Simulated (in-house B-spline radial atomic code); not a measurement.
Computed with a B-spline radial atomic code. Model: two electrons, singlet ground state, non-relativistic, full CI in B-splines with partial waves to l = 8 (at full coupling up to 3e-4 hartree above the limit, correlation up to 0.6 % small), density held at that of full coupling by Lieb maximisation.

Along the adiabatic connection the electron repulsion is scaled by a coupling λ while a local potential keeps the density fixed. At λ = 0 the system is the Kohn-Sham one and W equals the exchange energy; the exchange-correlation energy is the area under W between 0 and 1. The kinetic energy rises with λ as the electrons avoid each other, with dT/dλ = −λ dW/dλ.

Command:
```bash
python run_ac.py task.json out
```
Settings (lengths in bohr, energies in hartree):
```
potential              ball
strength               1
lmax                   8
wall_radius            13
```

Run time, properties included: 8 s on 1 thread of Intel(R) Xeon(R) Processor @ 2.30GHz, with other jobs on the host.

**W = mean repulsion less Hartree energy, and W of three functionals.**

Given: confinement empty hard sphere; hard wall radius 13 bohr; external potential zero inside.

Computed: LDA exchange minus exact 13.264 millihartree; SCAN exchange minus exact -4.3032 millihartree.

```
coupling  W xc (hartree)  W xc minus exchange (millihartree)  kinetic minus Kohn-Sham (millihartree)  LDA (PW92) W minus its exchange (millihartree)  PBE W minus its exchange (millihartree)  SCAN W minus its exchange (millihartree)
       0        -0.11998                                   0                                       0                                               0                                        0                                         0
    0.02        -0.12253                              -2.545                                    0.03                                           -7.26                                    -4.19                                     -1.87
    0.05        -0.12593                              -5.949                                    0.14                                          -13.43                                    -8.53                                     -4.39
    0.12        -0.13229                             -12.309                                    0.67                                          -22.69                                   -15.69                                     -9.32
    0.25        -0.14011                             -20.131                                    2.08                                          -33.15                                   -24.35                                    -16.18
     0.4        -0.14555                             -25.566                                    3.81                                          -40.76                                   -30.93                                    -21.78
     0.6        -0.14992                             -29.934                                    5.95                                          -47.52                                   -36.93                                    -26.99
     0.8               ?                                   ?                                       ?                                               ?                                        ?                                         ?
       1               ?                                   ?                                       ?                                               ?                                        ?                                         ?
     1.4        -0.15714                             -37.157                                    12.6                                          -60.99                                   -49.17                                    -36.97
       2        -0.15943                             -39.447                                   16.43                                          -66.07                                   -53.87                                    -40.19
       3        -0.16162                             -41.632                                   21.78                                          -71.33                                   -58.76                                    -42.99
     4.5        -0.16345                             -43.463                                   28.52                                             -76                                   -63.14                                    -44.98
       7        -0.16513                             -45.142                                   37.96                                          -80.42                                    -67.3                                    -46.43
      10        -0.16628                             -46.299                                   47.65                                           -83.5                                   -70.21                                    -47.22
```

Q: What belongs in the row 0.8?

A: W xc (hartree): -0.15268; W xc minus exchange (millihartree): -32.693; kinetic minus Kohn-Sham (millihartree): 7.87; LDA (PW92) W minus its exchange (millihartree): -52.26; PBE W minus its exchange (millihartree): -41.19; SCAN W minus its exchange (millihartree): -30.64.

Q: What belongs in the row 1?

A: W xc (hartree): -0.1546; W xc minus exchange (millihartree): -34.613; kinetic minus Kohn-Sham (millihartree): 9.59; LDA (PW92) W minus its exchange (millihartree): -55.83; PBE W minus its exchange (millihartree): -44.44; SCAN W minus its exchange (millihartree): -33.32.

Q: What is the PBE exchange minus exact?

A: 2.3702 millihartree.

**Energy parts, natural occupations and partial-wave weights.**

Computed: exchange energy -0.11998 hartree; correlation energy -0.025028 hartree; kinetic part of the DFT correlation energy 0.0095852 hartree; kinetic part over minus potential part 0.27693; Hartree energy 0.23997 hartree; Lieb Oxford ratio E_xc over LDA exchange 1.3588.

```json
{"natural": "s", "occupation of the shell (electrons)": "1.6184"}
{"natural": "p", "occupation of the shell (electrons)": "0.37744"}
{"natural": "s", "occupation of the shell (electrons)": "0.0038643"}
{"natural": "d", "occupation of the shell (electrons)": "0.00024063"}
{"natural": "p", "occupation of the shell (electrons)": "?"}
{"natural": "d", "occupation of the shell (electrons)": "1.3285e-05"}
```

Q: What belongs in the row p?

A: occupation of the shell (electrons): 3.4293e-05.

| wave | weight |
| --- | --- |
| s | 0.81112 |
| p | ? |
| d | 0.00012745 |
| f | 6.0324e-06 |
| g | 2.4114e-06 |

Q: What belongs in the row p?

A: weight: 0.18874.

Q: What is the total energy?

A: 0.1611 hartree.

Q: What is the Kohn-Sham kinetic?

A: 0.066139 hartree.

Half-way to full coupling W has made 80 % of its drop, against 50 % for a straight line, and second-order (GL2) theory, half the initial slope, overshoots the correlation energy by about 165 %: correlation is strong. Over couplings 0 to 1 the errors in E_xc come to about -2.3 millihartree for LDA, -3.7 millihartree for PBE, -1.6 millihartree for SCAN, so SCAN is nearest. In LDA and PBE and SCAN the errors of exchange and correlation have opposite signs, so the sum is smaller than the larger of the two.
